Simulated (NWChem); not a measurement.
System: p-xylene (C₈H₁₀); SMILES c1(ccc(cc1)C)C

Input file for NWChem:

```
start job
memory heap 200 mb stack 900 mb global 1100 mb
geometry units angstroms
  C      2.899643     0.103449     0.093795
  C      1.402970     0.038387     0.038437
  C      0.702236     0.628973    -1.004876
  C     -0.678652     0.579735    -1.049694
  C     -1.402388    -0.050153    -0.045481
  C     -2.900817    -0.079704    -0.079579
  C     -0.701700    -0.639812     0.998387
  C      0.679310    -0.590569     1.043209
  H      3.323538     0.147944    -0.906585
  H      3.214538     0.999055     0.631028
  H      3.309806    -0.734744     0.628509
  H      1.245103     1.126702    -1.796346
  H     -1.203157     1.039405    -1.875806
  H     -3.282880    -0.969818     0.414538
  H     -3.303078     0.790706     0.440482
  H     -3.259936    -0.086802    -1.120257
  H     -1.244351    -1.141907     1.787243
  H      1.204080    -1.054604     1.866709
end
basis spherical
  * library def2-svp
end
dft
  xc xpbe96 cpbe96
  disp vdw 4
  iterations 150
end
driver
  maxiter 120
end
task dft optimize
```

Output (shortened):

```
             Northwest Computational Chemistry Package (NWChem) 7.3.0
             --------------------------------------------------------

 C1  symmetry detected

                             Geometry "geometry" -> ""
                             -------------------------

 Output coordinates in angstroms (scale by  1.889725989 to convert to a.u.)

  No.       Tag          Charge          X              Y              Z
 ---- ---------------- ---------- -------------- -------------- --------------
    1 C                    6.0000    -0.00023768    -2.90280714     0.00974760
    2 C                    6.0000    -0.00010539    -1.40382105    -0.00944405
    3 C                    6.0000     1.19179207    -0.69130882    -0.00408129
    4 C                    6.0000     1.19205026     0.69117341    -0.00932693
    5 C                    6.0000     0.00016051     1.40418659    -0.00659243
    6 C                    6.0000     0.00015041     2.90312990     0.01564151
    7 C                    6.0000    -1.19174068     0.69167340    -0.01087378
    8 C                    6.0000    -1.19199859    -0.69093099    -0.00562710
    9 H                    1.0000     0.88635623    -3.29739428    -0.48084301
   10 H                    1.0000    -0.00131923    -3.26274554     1.03947157
   11 H                    1.0000    -0.88428336    -3.30157802    -0.45518815
   12 H                    1.0000     2.13157378    -1.22579345    -0.00393925
   13 H                    1.0000     2.13203109     1.22529304    -0.01323925
   14 H                    1.0000    -0.88305139     3.29871920    -0.48023182
   15 H                    1.0000    -0.00585158     3.26097818     1.04607808
   16 H                    1.0000     0.88758623     3.29368032    -0.50585208
   17 H                    1.0000    -2.13150476     1.22616319    -0.01610908
   18 H                    1.0000    -2.13196254    -1.22509450    -0.00680828

 Effective nuclear repulsion energy (a.u.)     342.3602680074

                                Z-matrix (autoz)
                                --------

 Units are Angstrom for bonds and degrees for angles

[...]

      ----------------------
      Optimization converged
      ----------------------

  Step       Energy      Delta E   Gmax     Grms     Xrms     Xmax
  ---- ---------------- -------- -------- -------- -------- --------
@    8    -310.25594980 -2.1D-07  0.00009  0.00003  0.00036  0.00090
                                     ok       ok       ok       ok

                                Z-matrix (autoz)
                                --------

 Units are Angstrom for bonds and degrees for angles

[...]
```

Level: PBE-D3(BJ)/def2-SVP. Not confirmed as a minimum by frequencies.
